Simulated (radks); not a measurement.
Values are calculated unless marked as measured or tabulated.
All-electron atom: the iridium ion Ir+ in [Xe] 4f14 5d7 6s1.

Level of theory: scalar-relativistic Kohn-Sham, PBE, spin-unpolarised, spherical densities, finite nucleus; Fermi nuclear charge, rms radius 5.4032 fm (a radial shooting solver on a logarithmic mesh with Libxc functionals).

Energy parts (eV):
part                       energy
total                  -485008.67
kinetic                 538973.13
electron-nucleus      -1202679.01
Hartree                 188106.37
exchange-correlation     -9409.16

Orbitals (lengths in bohr, moments of r in powers of bohr; r(max) is where P^2 peaks):
| orbital | occ. | eigenvalue (eV) | r(max) | <r^4> |
|---|---|---|---|---|
| 1s | 2 | -76108.74 | 0.01082 | 4.812e-07 |
| 2s | 2 | -13321.75 | 0.06230 | 0.00007125 |
| 2p | 6 | -11577.73 | 0.05138 | 0.00005701 |
| 3s | 2 | -3122.272 | 0.1757 | 0.002592 |
| 3p | 6 | -2612.034 | 0.1745 | 0.002822 |
| 3d | 10 | -2049.472 | 0.1421 | 0.002173 |
| 4s | 2 | -672.5775 | 0.3973 | 0.05919 |
| 4p | 6 | -505.1695 | 0.4175 | 0.07900 |
| 4d | 10 | -299.2941 | 0.4262 | 0.1119 |
| 4f | 14 | -70.4942 | 0.3950 | 0.2651 |
| 5s | 2 | -106.2443 | 0.8908 | 1.685 |
| 5p | 6 | -63.0503 | 1.003 | 3.229 |
| 5d | 7 | -15.3256 | 1.297 | 20.63 |
| 6s | 1 | -13.5608 | 2.325 | 105.7 |

The highest occupied level is 6s at -13.561 eV. The density falls to 0.001 e/bohr^3 at r = 4.09 bohr. The electron density at the nucleus is 1.948e+06 e/bohr^3 (large components only). Summed over all electrons, <r^2> = 52.40 bohr^2, which gives a Langevin (diamagnetic) susceptibility term of -41.5 x 10^-6 cm^3/mol. For comparison, the ionisation energy in NIST's Atomic Spectra Database is 17.0 eV (semi-empirical). In exact Kohn-Sham theory the highest level is minus the ionisation energy, but local and semilocal functionals leave it too shallow, through self-interaction and a potential that decays too fast; potentials with the right tail come closer.

Beside tabulated values, note that spin-unpolarised runs miss the spin-polarisation part of the exchange energy of open shells.
